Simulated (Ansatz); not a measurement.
`C=C=C1O[SiH2]1` → `C#CC(=O)[SiH3]`  (isomerisation)

Isolated molecules relaxed with PBE0-D4/def2-TZVP in Ansatz; ΔE leaves out vibrations. CBS: MP2 limit from def2 TZ/QZ plus the TZ coupled-cluster correction, frozen cores. DFT in def2-TZVPP. HSE06 is defined as in plane-wave codes.

`C=C=C1O[SiH2]1`:

Cartesian coordinates in Å:
```
C -1.897 0.076 1.294
C -0.791 0.121 0.607
C 0.287 0.113 -0.100
O 1.404 0.997 -0.139
Si 1.595 -0.261 -1.240
H -2.801 0.569 0.945
H -1.954 -0.447 2.244
H 2.642 -1.258 -0.938
H 1.515 0.090 -2.673
```

`C#CC(=O)[SiH3]`:

Cartesian coordinates in Å:
```
C -2.346 0.232 0.411
C -1.190 0.045 0.688
C 0.231 -0.160 0.869
O 0.723 -0.386 1.952
Si 1.303 -0.052 -0.734
H -3.377 0.393 0.196
H 2.717 -0.276 -0.357
H 1.111 1.291 -1.338
H 0.828 -1.087 -1.687
```

| level | ΔE (kJ/mol) | difference from CCSD(T)/CBS |
| --- | --- | --- |
| LDA (SPW92) | 61.1 | 46.7 |
| PBE-D4 | 36.4 | 22.0 |
| revPBE-D4 | 29.1 | 14.7 |
| r2SCAN-D4 | 37.3 | 22.9 |
| B97M-V | 36.9 | 22.5 |
| PBE0-D4 | 34.2 | 19.8 |
| r2SCANh-D4 | 36.6 | 22.2 |
| HSE06-D4 | 34.9 | 20.5 |
| BHLYP-D4 | 13.9 | -0.5 |
| CAM-B3LYP-D4 | 20.1 | 5.7 |
| ωB97X-V | 19.9 | 5.5 |
| ωB97M-V | 21.7 | 7.3 |
| B2PLYP | 12.8 | -1.6 |
| PBE-QIDH | 23.8 | 9.4 |
| PBE | 37.1 | 22.7 |
| revPBE | 29.5 | 15.1 |
| BLYP | 19.0 | 4.6 |
| r2SCAN | 37.5 | 23.1 |
| PBE0 | 34.9 | 20.5 |
| r2SCANh | 36.8 | 22.4 |
| r2SCAN0 | 35.8 | 21.4 |
| HSE06 | 35.7 | 21.3 |
| BHLYP | 15.1 | 0.7 |
| CAM-B3LYP | 20.9 | 6.5 |
| LC-ωPBE | 29.9 | 15.5 |
| RPA@PBE/def2-TZVPP | 5.8 | -8.6 |
| HF/def2-SVP | -42.7 | -57.1 |
| MP2/def2-SVP | -26.2 | -40.6 |
| CCSD/def2-SVP | -24.7 | -39.1 |
| CCSD(T)/def2-SVP | -23.6 | -38.0 |
| MP2/def2-TZVPP | 8.7 | -5.7 |
| SCS-MP2/def2-TZVPP | -0.2 | -14.6 |
| CCSD/def2-TZVPP | 6.2 | -8.2 |
| CCSD(T)/def2-TZVPP | 8.6 | -5.8 |
| HF/def2-QZVPP | -16.3 | -30.7 |
| MP2/def2-QZVPP | 12.6 | -1.8 |
| SCS-MP2/def2-QZVPP | 3.3 | -11.1 |
| HF/CBS(def2) | -16.1 | -30.5 |
| MP2/CBS(def2) | 14.5 | 0.1 |
| CCSD/CBS(def2) | 12.0 | -2.4 |
| CCSD(T)/CBS | 14.4 | 0 |

Largest T1 diagnostic among the species: 0.016.

From BLYP to BHLYP (50 % exact exchange), in def2-TZVPP and without D4, ΔE moves by −3.9 kJ/mol. In def2-TZVPP, CCSD(T) changes the Hartree–Fock value by +26.5 kJ/mol (the triples alone add +2.4 kJ/mol) and MP2 by +26.6 kJ/mol.
